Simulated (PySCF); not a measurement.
## Assigning NMR signals

Numbering as in the mapped SMILES `[F:1][CH:2]([F:3])[O:4][C@H:5]1[CH:6]=[C:7]([C:8]([F:9])([F:10])[F:11])[CH2:12][O:13]1` (H(Xn): hydrogen on atom n). Ha(C12) is cis to O4 on the ring; Hb(C12) is trans to O4 on the ring.

Rapidly exchanging positions averaged, isolated molecule, no relativistic terms, single conformer. Shieldings: GIAO PBE0/pcSseg-1; coordinates at the GFN2-xTB level; PySCF.

Shifts are taken against calculated references (same method and geometry level): ¹³C (σref 186.93), ¹H (σref 31.72) against TMS.

(1) Assign these signals to the numbered atoms. ¹³C{¹H} NMR (computed): δ 146.4, 137.8, 130.2, 123.0, 109.5, 78.0.

(2) Assign these signals to the numbered atoms. ¹H NMR (400 MHz, computed): δ 6.77 (m, 1H), 6.57 (m, 1H), 6.50 (m, 1H), 5.25 (m, 1H), 5.12 (m, 1H).

## Answers

(1) 
| δ (ppm) | atoms | environment | reason |
| --- | --- | --- | --- |
| 146.4 | C7 | fully substituted alkene carbon | as expected for a trigonal carbon in a double bond |
| 137.8 | C6 | alkene CH | as expected for a trigonal carbon in a double bond |
| 130.2 | C8 | CF3 carbon | 3 electronegative neighbours deshield it |
| 123.0 | C2 | sp3 CH bonded to 2 F and O | 3 electronegative neighbours deshield it |
| 109.5 | C5 | sp3 carbon bearing two oxygens | 2 electronegative neighbours deshield it |
| 78.0 | C12 | allylic sp3 CH2 bonded to O | the inductive effect lowers its shielding |

(2) 
| δ (ppm) | atoms | environment | reason |
| --- | --- | --- | --- |
| 6.77 | H(C2) | hydrogen on an sp3 CH bonded to 2 F and O | its carbon carries F and O, hence the downfield position |
| 6.57 | H(C6) | hydrogen on an alkene CH | olefinic region |
| 6.50 | H(C5) | hydrogen on an sp3 carbon bearing two oxygens | its carbon carries O, which withdraws density |
| 5.25 | Ha(C12) | hydrogen on an allylic sp3 CH2 bonded to O | its carbon carries O, an electronegative neighbour |
| 5.12 | Hb(C12) | hydrogen on an allylic sp3 CH2 bonded to O | – |

H(C6) and H(C5) lie closer than the usual error of such a calculation, so a measured spectrum could show them in the other order.

Splittings by ¹⁹F in the carbon and heteronuclear signals aren't shown, as no couplings were computed. Shifts are as computed. Against solution values, carbons near 30 ppm lie about +3 ppm off and those near 130 ppm about +5 ppm. Of 1211 compounds with measured shifts, 218 miss one by over three times the rms of a fit or turn the order of signals round; such compounds aren't used in these exercises. Multiplicities follow the n + 1 count of equivalent neighbours, as no J values were calculated; m marks all less simple cases, F and P coupling included.
